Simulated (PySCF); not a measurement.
BP86 on K⁻ (potassium, charge -1), [Ar] 4s2, closed-shell 1S. Computed with PySCF 2.14 in aug-cc-pwCVTZ-X2C with one added diffuse shell each of s, p, d, f type (10s9p7d4f, 100 functions), with the spin-free X2C one-electron Hamiltonian (Gaussian nucleus).

```
cycle= 1 E= -602.317503353288  delta_E= -0.0067  |g|= 0.0315  |ddm|= 0.987
cycle= 2 E= -602.316870629557  delta_E= 0.000633  |g|= 0.0367  |ddm|= 2.35
cycle= 3 E= -602.31941487708  delta_E= -0.00254  |g|= 0.00255  |ddm|= 1.79
cycle= 4 E= -602.319424737413  delta_E= -9.86e-06  |g|= 0.000283  |ddm|= 0.0508
cycle= 5 E= -602.319425058584  delta_E= -3.21e-07  |g|= 4.32e-05  |ddm|= 0.0207
cycle= 6 E= -602.319425079593  delta_E= -2.1e-08  |g|= 2.94e-05  |ddm|= 0.00627
cycle= 7 E= -602.319425084335  delta_E= -4.74e-09  |g|= 5.43e-06  |ddm|= 0.00322
cycle= 8 E= -602.319425084608  delta_E= -2.73e-10  |g|= 6.89e-07  |ddm|= 0.000461
converged SCF energy = -602.319425084608  <S^2> = -3.5527137e-14  2S+1 = 1
```

Highest occupied orbital energy: 0.639 eV; ⟨L²⟩ = 0.00; populations by l: s 8.00, p 12.00, d 0.00, f 0.00.

Question: Can this result be used?

Answer: With care. The run converged. At BP86 the highest occupied level has a positive energy, so only the finite basis holds that electron; in a semilocal or global hybrid functional this comes from self-interaction and does not mean that the real anion is unbound.
